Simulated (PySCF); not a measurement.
Compound: [AgCl4]2- (charge -2 and doublet state).
Structure used (PBE0-D3(BJ)/def2-SVP), in Å, numbered top down from 1:
```xyz
5
AgCl4 angstrom
Ag    -0.0003   -0.0003   -0.0007
Cl     2.4878   -0.0291    0.0385
Cl     0.0320    2.4880   -0.0218
Cl    -2.4885    0.0298    0.0273
Cl    -0.0310   -2.4883   -0.0433
```

Computed, not measured: PBE0-D3(BJ)/def2-SVP geometry optimisation, gas phase, def2 core potentials past Kr in PySCF 2.14.0.

Q: Which atoms are bound to Ag1, and at what distances?

A: 4 atoms: Cl5 2.489 Å, Cl4 2.489 Å, Cl3 2.489 Å, Cl2 2.489 Å.

Q: List the angles at Ag1.

A: 
```csv
angle,degrees,distance of the outer atoms (Å)
Cl3–Ag1–Cl5,178.5,4.98
Cl2–Ag1–Cl4,178.5,4.98
Cl2–Ag1–Cl5,90.1,3.52
Cl3–Ag1–Cl4,90.1,3.52
Cl4–Ag1–Cl5,90.0,3.52
Cl2–Ag1–Cl3,89.9,3.52
```

Q: What is the shape at Ag1?

A: Square planar: angles from 89.9° to 178.5°; τ4 = (360° − α − β)/141° = 0.02 with α and β the two widest (0 for a square, 1 for a tetrahedron).

Charge -2, doublet. ⟨S²⟩ = 0.753 (exact for a doublet: 0.75). Whether so highly charged an anion holds all its electrons in the gas phase wasn't checked; a finite basis holds them in any case. No counter-ion or solvent screens the charge of this multiply charged ion. The geometry's basis has no diffuse functions, a weakness for an anion. PBE0-D3(BJ)/def2-SVP frequencies: not computed here.

Caution for open-shell metal species: one SCF solution and one stationary point were followed, and a lower state or a bent or distorted shape isn't ruled out.
